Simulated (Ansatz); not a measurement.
```yaml
crystal:
  periodic: [false, false, false]
  atoms:
    - {symbol: N, position_ang: [-1.853762, 0.966874, -0.388658]}
    - {symbol: C, position_ang: [-0.681053, 0.630358, 0.163861]}
    - {symbol: Se, position_ang: [-0.012087, 1.480143, 1.630529]}
    - {symbol: N, position_ang: [0.020593, -0.373521, -0.392350]}
    - {symbol: Si, position_ang: [1.576005, -0.882279, 0.269701]}
    - {symbol: D, position_ang: [-2.376356, 1.716551, 0.025823]}
    - {symbol: H, position_ang: [-2.225980, 0.502597, -1.199338]}
    - {symbol: H, position_ang: [-0.363123, -0.836609, -1.205291]}
    - {symbol: H, position_ang: [1.457831, -1.447093, 1.629658]}
    - {symbol: H, position_ang: [2.608683, 0.169159, 0.166933]}
    - {symbol: H, position_ang: [1.914651, -1.983279, -0.680367]}
basis:
  gaussian: {orbitals: "6-31G*", nuclear_model: gaussian}
hamiltonian: {xc: {name: B97M-V}}
accuracy: high
output: {forces: true}
```

```sh
$ ansatz run in.yaml --threads 4 --pin off --events-out ev --progress --plain --max-ram 10444MiB
```

(1) How does Ansatz answer? (Estimate.)

Answers

(1) The calculation gave: The input was rejected before any iteration.
```
Error: YAML parse error: error: line 9 column 16: `D` is not an element symbol (H … Og, case-exact)
 7 |     - {symbol: N, position_ang: [0.020593, -0.373521, -0.392350]}
 8 |     - {symbol: Si, position_ang: [1.576005, -0.882279, 0.269701]}
 9 |     - {symbol: D, position_ang: [-2.376356, 1.716551, 0.025823]}
10 |     - {symbol: H, position_ang: [-2.225980, 0.502597, -1.199338]}
11 |     - {symbol: H, position_ang: [-0.363123, -0.836609, -1.205291]}
```
